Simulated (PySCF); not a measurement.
TeO₂Cl₂: fields on a plane

Method: PBE0 in PySCF with Te def2-SVP with ECP28, O def2-SVP, Cl def2-SVP; scalar-relativistic core potentials, no spin–orbit coupling; density-fitted integrals.

The singlet minimum has Te–Cl 2.341 Å (×2), Te–O 1.799 Å (×2); Cl–Te–Cl 97.4°, Cl–Te–O 107.5° (×4), O–Te–O 125.7°.

The plane holds Te1 at (0.00, 0.00), O2 at (1.80, 0.00), O3 at (-1.05, 1.46) Å. Columns run from x = -3.15 to 4.05 Å, rows from y = 3.75 (top) to -1.95 Å, in steps of 0.3 Å. Other isomers or separated fragments may lie lower. Core electrons replaced by a potential are absent, the electrostatic potential uses the reduced nuclear charge, and values within about 0.7 Å of such atoms have no physical meaning.

Problem. Give the electron density (e/Å³) (cut at 5 e/Å³). Lower edges of the bins (e/Å³): '0' 0.000, '1' 0.030, '2' 0.076, '3' 0.151, '4' 0.268, '5' 0.455, '6' 0.750, '7' 1.218, '8' 1.960, '9' 3.136; top 5.00.

Solution. 
```
0000000000000000000000000
0000000000000000000000000
0000000000000000000000000
0000000110000000000000000
0000012222100000000000000
0000135554210000000000000
0001357886321000000000000
0002479997531100000000000
0002479997532211111000000
0001468987554333332100000
0001246776776545665310000
0000134569999667997420000
0000123579999778998521000
0000013479999778998521000
0000012469999667997420000
0000012346776545665310000
0000011234444333332100000
0000001223332211111000000
0000001122211100000000000
0000000111110000000000000
```

Problem. Give the highest occupied orbital (Å^-3/2) at -9.51 eV (cut at ±0.3; overall sign arbitrary). Lower edges of the bins (Å^-3/2): '0' -0.300, '1' -0.240, '2' -0.180, '3' -0.120, '4' -0.060, '5' 0.000, '6' 0.060, '7' 0.120, '8' 0.180, '9' 0.240; top 0.30.

Solution. 
```
4444555555555555455555555
4444555555555555555555555
4444455555555555444445555
4444455555555555444444455
4444445666655554444444444
4444445788765554444444444
4443223999876544444444444
4433100999976544444444444
4432000099975443333444444
4432100078765432112344444
4443200146554320001344444
4443322244345310000344444
4444333345366420003455555
4444443446635557999755555
4444444445434579999865555
4444444444455679999765555
5555544445555667887665555
5555555445555566666655555
5555555545555555555555555
5555555544455555555555555
```
